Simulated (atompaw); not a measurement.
**What one change does to a pseudopotential (Ga, PAW (atompaw))**

atompaw 4.2.0.5 input, output lines left out:

```
Ga 31
GGA-PBE scalarrelativistic loggrid 1500 logderivrange -13 5 451
4 4 3 0 0 0
4 1 0.75
0 0 0
c
c
v
v
c
v
v
v
2
1.25 0.95 1.10 1.20
n
n
y
1
n
custom rrkj vanderbiltortho besselshape
bessel
0.75
0.95
1.00
1.25
1.25
1.25
```

Change: wave 3d (bound): rc 1.25 bohr becomes 3d (bound): rc 0.70 bohr.

Cutoffs: the cutoffs (Ry, on a coarse ladder) from which the occupation-weighted sum of valence levels, in a spherical-Bessel basis at the reference potential, stays within 10 and 1 mRy of its value at 400 Ry; they do not see the model core or the augmentation charge, which bear on the density cutoff.

What does the change do?

The range in which the d phases agree narrows (upper end at the end of the scan → 3.0); neither file shows a bound ghost.

| quantity | base | changed |
| --- | --- | --- |
| cutoff, loose | 120 Ry | 300 Ry |
| cutoff, tight | 230 Ry | over 300 Ry |
| loose cutoff by channel (10 mRy a level) | s 70 Ry, p 80 Ry, d 55 Ry | s 70 Ry, p 80 Ry, d 200 Ry |
| bound ghosts | none | none |
| s: phases at 1.26 bohr within 0.05 rad from the reference energy up to (Ry; the scan ends near 5) | to the end of the scan | to the end of the scan |
| p: phases at 1.26 bohr within 0.05 rad from the reference energy up to (Ry; the scan ends near 5) | to the end of the scan | to the end of the scan |
| d: phases at 1.26 bohr within 0.05 rad from the reference energy up to (Ry; the scan ends near 5) | to the end of the scan | 3.0 |
| lowest overlap eigenvalue by channel | s 0.13, p 0.09, d 0.34 | s 0.13, p 0.09, d 1.00 |

 The cutoffs see the waves, projectors and local potential, not the compensation charge or the core.
